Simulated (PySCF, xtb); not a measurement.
BaI2, SMILES [I][Ba][I].

GFN2-xTB (xtb) at its own geometry gives an orbital gap of 2.45 eV and a dipole moment of 6.19 D.

Geometry: B3LYP-D3(BJ)/def2-SVP. The def2 effective core potentials stand for the cores of Ba, I; spin–orbit coupling is left out.

Q: What does PBE0/def2-TZVPD (PySCF) give? (An estimate is asked for; the answer gives what the named calculation found.)

A: gap 4.62 eV (levels -6.81 and -2.19 eV), dipole 6.12 D.
